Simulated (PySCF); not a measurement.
## How the method moves the HOMO and LUMO of `C[C@@H]1C=C1[SiH3]`

Compound: C4H8Si.
Geometry (PBE0-D3(BJ)/def2-SVP, Å), atoms numbered from 1 in this order:
```
atom  x, y, z in Å
C1     1.7438   -0.9423    0.3732
C2     0.9032   -0.4226   -0.7700
C3     0.3578    0.9564   -0.7916
C4    -0.5359    0.0315   -0.5570
Si5   -2.2581   -0.5125   -0.1805
H6     2.8157   -0.7524    0.1988
H7     1.6191   -2.0303    0.4977
H8     1.4640   -0.4580    1.3217
H9     1.1399   -0.8984   -1.7371
H10    0.5763    2.0175   -0.8984
H11   -2.7203   -1.4649   -1.2352
H12   -2.2822   -1.2201    1.1354
H13   -3.1833    0.6583   -0.1277
```

Basis pcSseg-2 throughout (PySCF), one geometry. Isolated species at its PBE0-D3(BJ)/def2-SVP geometry, gas phase.

Task: How do the orbital energies, the gap and the dipole change with the method?

Result: 
```
   method                    kind  HOMO (eV)  LUMO (eV)  gap (eV)  μ (D)  SCF cycles
     BLYP                     GGA      -6.04      -1.49      4.55   0.54          16
    B97-D                     GGA      -6.13      -1.52      4.62   0.55          16
     OPBE                     GGA      -6.17      -1.54      4.63   0.56          15
      KT2                     GGA      -6.18      -1.62      4.56   0.52          15
      PBE                     GGA      -6.19      -1.64      4.55   0.55          16
      KT3                     GGA      -6.21      -1.57      4.64   0.53          15
     BP86                     GGA      -6.27      -1.71      4.56   0.55          15
      LDA                     LDA      -6.32      -1.85      4.46   0.50          15
    B97-2           global hybrid      -7.04      -0.68      6.36   0.56          14
    B3LYP           global hybrid      -7.07      -0.85      6.22   0.54          13
     PBE0           global hybrid      -7.28      -0.65      6.64   0.55          14
 mPW1PW91           global hybrid      -7.30      -0.65      6.65   0.55          14
BHandHLYP           global hybrid      -8.23       0.45      8.68   0.55          12
CAM-B3LYP  range-separated hybrid      -8.58       0.51      9.09   0.53          12
  wB97X-D  range-separated hybrid      -9.10       1.17     10.27   0.55          13
       HF            Hartree–Fock      -9.66       2.72     12.38   0.61          10
  LC-wPBE  range-separated hybrid      -9.95       1.65     11.60   0.54          13
```

The HOMO spans 3.91 eV, from BLYP down to LC-wPBE, and the gap runs from 4.46 eV (LDA) to 12.38 eV (HF). Over the methods BLYP (0 %), B97-D (0 %), OPBE (0 %), KT2 (0 %), PBE (0 %), KT3 (0 %), BP86 (0 %), LDA (0 %), B97-2 (21 %), B3LYP (20 %), PBE0 (25 %), mPW1PW91 (25 %), BHandHLYP (50 %), HF (100 %), a straight line through the gap against the share of exact exchange rises by 0.79 eV for each 10 % (correlation coefficient 0.999). The dipole ranges from 0.50 D (LDA) to 0.61 D (HF). This basis has no diffuse functions.
